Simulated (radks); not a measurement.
All-electron atom: Au1.5+ in [Xe] 4f14 6s(up 0.5, down 0.5) 5d(up 4.5, down 4) (fractional occupations, a model configuration). Calculated with a radial shooting solver on a logarithmic mesh with Libxc functionals: scalar-relativistic Kohn-Sham, PBE, spin-polarised, spherical densities, point nucleus.

X-ray form factor f0, the Fourier transform of the density (f0(0) = 77.5):

sin(theta)/lambda (1/angstrom)  f0 (electrons)
0.05                                    76.640
0.1                                     74.274
0.15                                    70.907
0.2                                     67.070
0.25                                    63.157
0.3                                     59.389
0.4                                     52.628
0.5                                     46.954
0.6                                     42.186
0.8                                     34.513
1                                       28.478
1.25                                    22.775
1.5                                     18.911
2                                       14.703
